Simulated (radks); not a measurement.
Results of a calculation; reference values are marked as such.
Polarisability of the magnesium ion Mg2+, [Ne], at imaginary frequency. Level of theory: non-relativistic Kohn-Sham, PBE, spin-polarised, spherical densities, point nucleus (a radial shooting solver on a logarithmic mesh with Libxc functionals). Response by self-consistent Sternheimer equations with the Hartree and adiabatic LDA kernel.

w (hartree),alpha1(iw) (bohr^3),alpha2(iw) (bohr^5)
0.00266,0.5145,0.6097
0.0143,0.5145,0.6097
0.0360,0.5144,0.6096
0.0697,0.5141,0.6093
0.118,0.5135,0.6087
0.186,0.5121,0.6071
0.280,0.5092,0.6039
0.413,0.5031,0.5973
0.605,0.4910,0.5839
0.892,0.4669,0.5572
1.35,0.4208,0.5056
2.12,0.3404,0.4139
3.59,0.2240,0.2766
6.94,0.1017,0.1256
17.5,0.02316,0.02741

Static values: alpha1 = 0.5145 bohr^3 (0.07624 angstrom^3; uncoupled 0.5828), alpha2 = 0.6097 bohr^5, alpha3 = 1.302 bohr^7. C6 = 0.6232, C8 = 3.760, triple-dipole C9 = 0.2307 atomic units. One-pole (London) frequency 4 C6 / (3 alpha1^2) = 3.139 hartree, against 2.452 for minus the highest occupied eigenvalue.
